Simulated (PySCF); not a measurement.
This script is equivalent to a calculation on Xe⁺ (xenon, charge +1).

```python
from pyscf import gto, scf, dft, mp, cc
import basis_set_exchange as bse
txt = bse.get_basis("def2-SVP", elements=["Xe"], fmt="nwchem", header=False)
cut = txt.index("\nECP")
mol = gto.M(atom="Xe 0 0 0", charge=1, spin=1, symmetry="D2h",
            basis=gto.basis.parse(txt[:cut]),
            ecp={"Xe": gto.basis.parse_ecp(txt[cut:])})
mf = dft.UKS(mol, xc="M062X")
mf.irrep_nelec = {'Ag': (4, 4), 'B1g': (1, 1), 'B2g': (1, 1), 'B3g': (1, 1), 'B1u': (2, 2), 'B2u': (2, 2), 'B3u': (2, 1)}
mf.kernel()
```

Problem. What total energy does it give?

Solution. -328.843 hartree (calculated).

Problem. Which occupied shell lies highest, and where?

Solution. 5p β, at -19.139 eV.

Problem. What is ⟨S²⟩, and what would a pure spin state give?

Solution. 0.754, against 0.75.

Energies and moments cover only the electrons outside the core potential.
